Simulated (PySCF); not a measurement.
# A thermochemical cycle for MgIn

PBE in PySCF with def2-SVP on every atom (core potentials on In), for the lowest determinant that a PBE0 search found; no spin–orbit coupling. MgIn, a doublet (π ↑), has De = 0.51 eV to neutral atoms, and MgIn⁺, a singlet (closed shell), has De = 0.89 eV to Mg + In⁺.

At the same level the In atom ionises at 5.58 eV.

Question: What is the adiabatic ionisation energy of the molecule, and does ionisation strengthen or weaken the bond?

Answer: IE = IE(In) + De(neutral) − De(ion) = 5.58 + 0.51 − 0.89 = 5.20 eV. De changes by +0.38 eV, so ionisation strengthens the bond.

Closed-shell solutions of metal pairs were not tested for spin polarisation, which can lower them a little. Spin–orbit coupling is left out, which matters for elements this heavy, above all for dissociation energies. For an ion De counts to the pair picked by the measured ionisation energies or electron affinities, which need not be the lowest pair at this level. States were picked by a PBE0 search and need not be the measured ground states.
